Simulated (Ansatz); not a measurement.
OTe, triplet, at a GFN2-xTB geometry (core potentials on Te); Ansatz (a quantum-chemistry and plane-wave program) with R2SCAN/def2-TZVPP.

Here is a job for Ansatz.
Ansatz 0.2 input:
```yaml
crystal:
  periodic: [false, false, false]
  atoms:
    - {symbol: O, position_ang: [-0.00000000, -0.00000000, -1.56412833]}
    - {symbol: Te, position_ang: [0.00000000, 0.00000000, 0.24063513]}
basis:
  gaussian:
    orbitals: def2-TZVPP
hamiltonian:
  xc: r2scan
magnetization: {spin_polarized: true, initial_magnetization: 2}
```

It wrote (shortened):

```
Functional definition: r2SCAN
537 factors; their error is unknown
mean field evaluation 1: about -9332.1062 eV, gradient 5.0e1 eV
mean field evaluation 2: about -9208.4539 eV, gradient 1.5e2 eV
mean field evaluation 4: about -9341.5537 eV, gradient 1.0e1 eV
mean field evaluation 8: about -9341.9409 eV, gradient 1.0e-1 eV
mean field evaluation 16: about -9341.8162 eV, gradient 5.4e-4 eV
mean field -9341.81624287 eV, -343.3054148150 hartree, gradient 3.8e-5 eV, S^2 2.012648; 0 other end points of the search recorded, 0 dependent functions left out
reference -9341.81625398 eV, -343.3054152235 hartree; 17, 15 occupied and 64, 66 virtual orbitals, 537 factors
Total energy: -9341.81625398 eV, -343.3054152235 hartree
```
